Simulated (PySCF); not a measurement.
Si(H)(F)(Cl)(OMe) (CH4ClFOSi), SMILES CO[SiH](F)Cl. Geometry: B3LYP-D3(BJ)/def2-SVP. One conformer was computed; it need not be the lowest.

**Question.** Give the equilibrium geometry at B3LYP-D3(BJ)/def2-SVP (PySCF confirms it by a frequency run) as bond lengths and angles. (An estimate is asked for; the answer gives what the named calculation found.)

**Answer.** One answer among several that fit: 
Atoms: Si1 F2 Cl3 O4 C5 H6 H7 H8 H9. Bonds (Å): Si1–F2 1.619, Si1–Cl3 2.046, Si1–O4 1.637, Si1–H6 1.475, O4–C5 1.416, C5–H7 1.103, C5–H8 1.105, C5–H9 1.100. Angles (°): F2–Si1–Cl3 108.8, F2–Si1–O4 109.5, F2–Si1–H6 107.2, Cl3–Si1–O4 107.3, Cl3–Si1–H6 110.8, O4–Si1–H6 113.3, Si1–O4–C5 126.3, O4–C5–H7 111.3, O4–C5–H8 111.7, O4–C5–H9 108.3, H7–C5–H8 108.6, H7–C5–H9 108.6, H8–C5–H9 108.3.
